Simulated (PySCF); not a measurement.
Highest orbital energy against ionisation energy along group 15

Calculated with PySCF 2.14, no spin-orbit coupling. Each cell gives −ε(HOMO) / ΔSCF in eV; NIST values include spin-orbit coupling, (s) semi-empirical, (t) theoretical.

| species | UHF | LDA | PBE | PBE0 | r2SCAN | NIST (lowest levels) |
| --- | --- | --- | --- | --- | --- | --- |
| N²⁺ (aug-cc-pwCVTZ, non-relativistic) | 48.005 / 47.269 | 38.561 / 47.843 | 38.815 / 47.994 | 41.240 / 47.978 | 39.759 / 48.198 | 47.445 (s) |
| P²⁺ (aug-cc-pwCVTZ, non-relativistic) | 29.983 / 29.584 | 24.807 / 30.204 | 24.958 / 30.238 | 26.373 / 30.261 | 25.412 / 30.374 | 30.203 |
| As²⁺ (aug-cc-pwCVTZ-PP with ECP10MDF, ECP) | 27.828 / 27.490 | 23.142 / 28.145 | 23.130 / 27.987 | 24.474 / 28.043 | 23.640 / 28.280 | 28.349 ± 0.012 |
| Sb²⁺ (aug-cc-pwCVTZ-PP with ECP28MDF, ECP) | 24.458 / 24.154 | 20.594 / 24.932 | 20.510 / 24.714 | 21.671 / 24.749 | 20.902 / 24.892 | 25.323 |
| Bi²⁺ (aug-cc-pwCVTZ-PP with ECP60MDF, ECP) | 23.348 / 23.059 | 19.735 / 23.890 | 19.609 / 23.644 | 20.719 / 23.672 | 19.957 / 23.743 | 25.571 |

Question: How far is −ε(HOMO) from ΔSCF on average for each method, and why?

Answer: UHF 0.41 eV; LDA -5.63 eV; PBE -5.51 eV; PBE0 -4.05 eV; r2SCAN -5.16 eV. Hartree-Fock orbital energies lack relaxation and so exceed the ΔSCF value; semilocal functionals have convex E(N) from self-interaction, so their HOMO lies far too high; exact exchange moves hybrids part of the way back.
